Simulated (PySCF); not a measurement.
Run record for `CSC(NC=O)=C`: mPW1PW91/STO-3G, grid level 1, start guess sap, full TDDFT, 25 singlets.

Method: TDDFT mPW1PW91/STO-3G, vertical, gas phase, core orbitals frozen in the response (PySCF 2.14.0, density-fitted response routines). Geometry: GFN2-xTB. The input is one job of a driver script: a line of settings, then coordinates in Å.

Command:
```bash
OMP_NUM_THREADS=1 python probes_run.py task.json out
```

Input:
```
{"job": {"kind": "uv", "xc": "mPW1PW91", "basis": "STO-3G", "nstates": 25, "ntriplets": 0, "tda": false, "grid": 1, "scf": {"guess": "sap"}}, "charge": 0, "multiplicity": 1}
C      0.200448    -1.201525    -0.018327
C      0.214966     0.119228    -0.133765
N      1.351921     0.928234    -0.025025
C      2.619165     0.533875     0.253374
O      3.003608    -0.586908     0.454027
S     -1.202908     1.151988    -0.451507
C     -2.566230    -0.032788    -0.554478
H      1.112590    -1.733935     0.176238
H     -0.700158    -1.776836    -0.110078
H      1.182537     1.914508    -0.163815
H      3.298002     1.407914     0.276889
H     -2.657973    -0.567739     0.386017
H     -3.459502     0.557628    -0.733562
H     -2.397144    -0.714116    -1.383132
```

Problem. Predict the output.

Solution. 
```
final grid: 54640 points
cycle   1  E = -671.5410951260  dE =  1.903e+00  |g| = 2.780e+00  |ddm| = 8.470e+00
cycle   2  E = -647.4987294007  dE =  2.404e+01  |g| = 6.586e+00  |ddm| = 1.739e+01
cycle   3  E = -675.6722230038  dE = -2.817e+01  |g| = 1.592e+00  |ddm| = 1.529e+01
cycle   4  E = -676.3297779959  dE = -6.576e-01  |g| = 1.098e+00  |ddm| = 3.293e+00
cycle   5  E = -676.6267313044  dE = -2.970e-01  |g| = 3.357e-01  |ddm| = 1.677e+00
cycle   6  E = -676.6623881688  dE = -3.566e-02  |g| = 1.899e-01  |ddm| = 6.240e-01
cycle   7  E = -676.6728279679  dE = -1.044e-02  |g| = 6.216e-02  |ddm| = 2.551e-01
cycle   8  E = -676.6740491855  dE = -1.221e-03  |g| = 3.128e-02  |ddm| = 9.643e-02
cycle   9  E = -676.6744023420  dE = -3.532e-04  |g| = 3.919e-03  |ddm| = 5.086e-02
cycle  10  E = -676.6744079410  dE = -5.599e-06  |g| = 1.335e-03  |ddm| = 8.809e-03
cycle  11  E = -676.6744086101  dE = -6.691e-07  |g| = 2.865e-04  |ddm| = 2.335e-03
cycle  12  E = -676.6744086360  dE = -2.587e-08  |g| = 8.622e-05  |ddm| = 5.168e-04
cycle  13  E = -676.6744086384  dE = -2.424e-09  |g| = 1.761e-05  |ddm| = 1.336e-04
cycle  14  E = -676.6744086384  dE = -1.137e-12  |g| = 1.892e-05  |ddm| = 4.518e-05
converged SCF energy = -676.6744086384

Static polarisability (au): isotropic 36.944, principal 11.069 42.656 57.107

Singlet excitations
state   eV       nm        f      main configurations
  1   5.0686    244.6   0.00027   H-1->L 0.94
  2   6.1684    201.0   0.02990   H->L 0.91
  3   7.3603    168.4   0.30954   H-2->L 0.84
  4   7.7878    159.2   0.00021   H->L+2 0.96
  5   8.0162    154.7   0.00156   H-1->L+1 0.92
  6   8.1999    151.2   0.08796   H->L+1 0.77
  7   8.5625    144.8   0.01238   H->L+3 0.91
  8   8.9815    138.0   0.00493   H-3->L 0.91
  9   9.1314    135.8   0.02577   H-2->L+1 0.62, H-4->L 0.19, H-2->L+2 0.11
 10   9.1780    135.1   0.00629   H-2->L+2 0.72, H-2->L+1 0.10
 11   9.4915    130.6   0.01068   H-1->L+2 0.96
 12   9.8954    125.3   0.00143   H-2->L+3 0.89
 13  10.0844    122.9   0.08765   H-1->L+3 0.92
 14  10.1438    122.2   0.01418   H-5->L 0.91
 15  10.8306    114.5   0.26992   H-4->L 0.52, H-2->L+1 0.11, H-3->L+1 0.11
 16  10.8664    114.1   0.03573   H-3->L+1 0.80
 17  11.0718    112.0   0.00107   H-6->L 0.84
 18  11.8519    104.6   0.07865   H-7->L 0.29, H-4->L+1 0.29, H->L+4 0.15
 19  11.8607    104.5   0.08917   H-4->L+1 0.32, H->L+4 0.26, H-3->L+2 0.12
 20  11.9011    104.2   0.00991   H-7->L 0.39, H->L+4 0.32
 21  12.1031    102.4   0.22352   H-3->L+2 0.56, H-3->L+3 0.13, H-8->L 0.11
 22  12.2014    101.6   0.00236   H-4->L+2 0.53, H->L+4 0.22, H->L+5 0.09
 23  12.4107     99.9   0.07677   H-3->L+3 0.65, H-8->L 0.14, H-6->L+2 0.09
 24  12.4691     99.4   0.00016   H->L+5 0.65, H-4->L+2 0.21
 25  12.5770     98.6   0.02193   H-9->L 0.68
```

H and L stand for HOMO and LUMO; the number after each pair is its weight.

Problem. Give S1 in cm⁻¹ and kJ/mol.

Solution. 5.0686 eV × 8065.54 = 40881 cm⁻¹; × 96.485 = 489.0 kJ/mol.

Problem. Which computed singlet has the largest oscillator strength, and what do all of them sum to?

Solution. State 3 at 7.36 eV (168 nm), f = 0.310; the 25 states sum to 1.402.

In short: SCF converged in 14 cycles with 46 basis and 708 fitting functions; HOMO -3.58 eV, LUMO 3.18 eV; lowest singlet 5.07 eV; mean polarisability 36.9 au.

Rough CPU time on one thread of a shared machine: about 16 s.

The values belong to the conformer `[CH2:1]=[C:2]([NH:3][CH:4]=[O:5])[S:6][CH3:7]`: C1–C2–N3–C4 -2°, C2–N3–C4–O5 0°, C1–C2–S6–C7 0°.
